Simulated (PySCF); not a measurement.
Caution: the restricted solution is unstable towards spin-unrestricted or complex orbitals, so a lower solution exists and this singlet may not be the ground state.

Cartesian coordinates (Å):
```xyz
5

B      1.2967     0.0084     0.3012
B     -0.1856    -0.1272     0.0424
O     -1.4614    -0.3115    -0.2379
H      2.4346     0.1493     0.5313
H     -2.0842     0.2810     0.2049
```
Charge 0, spin multiplicity 1.

Question: Give the HOMO–LUMO gap, total energy, LUMO, HOMO and dipole moment at the level PBE-D3(BJ)/def2-TZVP // B3LYP-D3(BJ)/def2-TZVP in PySCF.

Answer: 
```yaml
HOMO–LUMO gap: -0.05 eV
total_energy: -125.9085 Ha
LUMO: -4.19 eV
HOMO: -4.14 eV
dipole_moment: 2.33 D
```
